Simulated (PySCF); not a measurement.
Species: C₃H₇F₂Si₂ (doublet state).
Structure used (GFN2-xTB), in Å, numbered top down from 1:
```
atom  x, y, z in Å
C1     1.0154   -2.1466    0.8433
C2     0.8058   -0.9640    0.3866
Si3   -0.4993    0.3028    1.1026
Si4   -1.7012    1.2279   -0.6508
C5     1.5555   -0.3827   -0.7679
F6     1.8775    0.9205   -0.5403
F7     0.7782   -0.3614   -1.8899
H8     0.5739   -2.7317    1.6180
H9     0.3250    1.2274    1.8926
H10   -1.2439   -0.5090    2.0754
H11   -2.2266    0.1993   -1.5508
H12   -2.8420    1.9673   -0.0956
H13   -0.9000    2.1712   -1.4291
H14    2.4811   -0.9215   -1.0162
```

The hyperfine couplings belong to this conformer and change with its torsions.

Identity: `[H]/[C]=C(\[SiH2][SiH3])C(F)F` [radical].

Computed with UKS B3LYP, pcH-1 on C F H Si, non-relativistic, mean-field spin-orbit, GIAO in PySCF. The structure is a single GFN2-xTB conformer in the gas phase; no vibrational or solvent corrections. The geometry wasn't refined by DFT: couplings that depend on bond lengths, twists or pyramidal angles can differ widely from those at the functional's own minimum. The SCF solution wasn't tested for stability.

Principal values of hyperfine tensors in MHz (contact, dipolar and spin–orbit terms together), for some of the nuclei:

```tsv
atom	isotope	A1	A2	A3
C1	13C	212.12	231.90	422.07
Si3	29Si	-120.23	-74.80	-73.89
C5	13C	80.01	80.83	96.26
H8	1H	34.33	55.83	101.35
C2	13C	-49.62	-31.08	-10.42
H12	1H	11.07	11.65	12.79
Si4	29Si	-12.91	-7.75	-7.30
F6	19F	-10.60	-8.14	-5.05
```

(1) Split each tensor into its isotropic and traceless parts, and turn a_iso into mT with g = 2.0021.

(2) What spin density at the nucleus of Si3 lies behind its contact coupling (g_N = -1.11058)?

(3) F7 (19F, g_N = 5.25774) isn't in the table. Its spin density at the nucleus is -0.003194 bohr⁻³. What is its contact coupling?

(4) Name the largest traceless tensor T of the table and describe it.

(5) What first-order splitting does C1 cause when the field lies along A1, A2 or A3 of its tensor (g taken as isotropic, no quadrupole term)?

Results:

(1) a_iso = (A1 + A2 + A3)/3, Ti = Ai − a_iso; 1 mT corresponds to 28.022 MHz. The tensors hold a spin–orbit part: the run splits a_iso into a_FC + a_SO, and T includes its anisotropic share.

```json
{"atom": "C1", "a_iso (MHz)": "288.70", "a_FC": "288.85", "a_SO": "-0.15", "a_iso (mT)": "10.303", "T1": "-76.57", "T2": "-56.80", "T3": "133.37"}
{"atom": "Si3", "a_iso (MHz)": "-89.64", "a_FC": "-89.80", "a_SO": "0.16", "a_iso (mT)": "-3.199", "T1": "-30.59", "T2": "14.84", "T3": "15.75"}
{"atom": "C5", "a_iso (MHz)": "85.70", "a_FC": "85.70", "a_SO": "0.00", "a_iso (mT)": "3.058", "T1": "-5.69", "T2": "-4.87", "T3": "10.56"}
{"atom": "H8", "a_iso (MHz)": "63.83", "a_FC": "63.84", "a_SO": "0.00", "a_iso (mT)": "2.278", "T1": "-29.50", "T2": "-8.01", "T3": "37.51"}
{"atom": "C2", "a_iso (MHz)": "-30.37", "a_FC": "-30.36", "a_SO": "-0.01", "a_iso (mT)": "-1.084", "T1": "-19.25", "T2": "-0.71", "T3": "19.96"}
{"atom": "H12", "a_iso (MHz)": "11.83", "a_FC": "11.83", "a_SO": "0.00", "a_iso (mT)": "0.422", "T1": "-0.77", "T2": "-0.19", "T3": "0.96"}
{"atom": "Si4", "a_iso (MHz)": "-9.32", "a_FC": "-9.34", "a_SO": "0.02", "a_iso (mT)": "-0.333", "T1": "-3.59", "T2": "1.57", "T3": "2.02"}
{"atom": "F6", "a_iso (MHz)": "-7.93", "a_FC": "-7.95", "a_SO": "0.02", "a_iso (mT)": "-0.283", "T1": "-2.67", "T2": "-0.21", "T3": "2.88"}
```

(2) a_FC = (2μ0/3) gₑ μB g_N μN ρ(0)/(2S·h) = 800.24 MHz × g_N × ρ(0)/(2S), with ρ in bohr⁻³. With a_FC = -89.80 MHz and 2S = 1, ρ(0) = 0.101 bohr⁻³. The nuclear moment is negative, so coupling and spin density have opposite signs.

(3) By the same relation, a_FC = -13.44 MHz. Its full tensor has the principal values -17.39, -12.68, -10.21 MHz.

(4) C1: -76.6, -56.8, 133.4 MHz (the dipolar term alone has -76.4, -56.8, 133.2), rhombic: the two smaller values differ by 15 % of the largest.

(5) 2 lines (I = 1/2), spaced by |A_i|/(g × 13.996): 7.57, 8.28, 15.06 mT along the axes of A1, A2 and A3.
